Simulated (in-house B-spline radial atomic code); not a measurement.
## The selenium ion Se³⁺: [Ar] 3d10 4s2 (4p1/2)1 (an excited or competing configuration)

Level of theory: Dirac-Hartree-Fock, average of the jj configuration, Fermi nucleus of rms radius 4.14 fm; calculated with an all-electron radial atomic-structure program (B-spline basis).

Screening seen three ways: the hydrogenic charge with the same mean radius, Z_r = [3n² - l(l+1)]/(2<r>), the one with the same energy, Z_e = n√(-2ε), and Slater's rules. Values are occupation-weighted means over j. An effective charge above Z reflects the relativistic contraction of the inner shells.

```tsv
shell	electrons	ε (eV)	<r> (bohr)	Z_r	Z_e	Slater
1s	2	-12782	0.04406	34.04	30.65	33.70
2s	2	-1733.8	0.195	30.77	22.58	29.85
2p	6	-1524.5	0.171	29.24	21.17	29.85
3s	2	-287.22	0.5706	23.66	13.78	22.75
3p	6	-219.21	0.5875	21.28	12.04	22.75
3d	10	-106.9	0.6211	16.91	8.41	12.85
4s	2	-53.895	1.67	14.37	7.96	8.00
4p	1	-42.404	1.888	12.18	7.06	8.00
```

The least bound orbital is 4p1/2 at -42.4 eV, and it is also the most diffuse (<r> = 1.888 bohr).

For the 1s electron the small component carries 1.52 % of the norm, the zero-frequency Breit interaction raises the level by 19.65 eV, self-energy by 10.31 eV, and vacuum polarisation lowers it by 1.033 eV.
